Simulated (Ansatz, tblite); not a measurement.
Cost and result up the ladder for SnCl₂ (3 atoms). Charge 0, multiplicity 1. Geometry: PBE-D4/def2-TZVP.

```xyz
3

Sn   -0.504   -0.001   -0.902
Cl    0.428   -1.806    0.354
Cl    0.076    1.807    0.548
```

Ansatz on 4 threads of Arm Neoverse N1 on a shared host; xTB runs through tblite on one thread. Times are rough, summed over both states, and most runs start from the orbitals of an earlier one. PBE0-D4/def2-TZVP serves as the yardstick here, not as an exact answer. The other state is a triplet.

In the def2 sets Sn takes a core potential; there is no spin–orbit coupling. The xTB rows come from tblite.

xTB has no spin-polarisation term.

| level | functions | vertical triplet (eV) | difference from PBE0-D4/def2-TZVP (eV) |
| --- | --- | --- | --- |
| GFN2-xTB | 27 | 4.39 | 1.54 |
| GFN1-xTB | 27 | 4.50 | 1.65 |
| PBE0-D4/def2-TZVP | 124 | 2.85 | 0.00 |
| PBE-D4/def2-TZVP | 124 | 2.90 | 0.05 |
| r2SCAN-D4/def2-TZVP (with forces) | 124 | 2.79 | -0.06 |

Estimate how long each takes.

GFN1-xTB 0.009 s; GFN2-xTB 0.011 s; PBE-D4/def2-TZVP 3.2 s; PBE0-D4/def2-TZVP 5.4 s; r2SCAN-D4/def2-TZVP (with forces) 8.8 s. On shared hardware such times vary by a factor of up to 3.
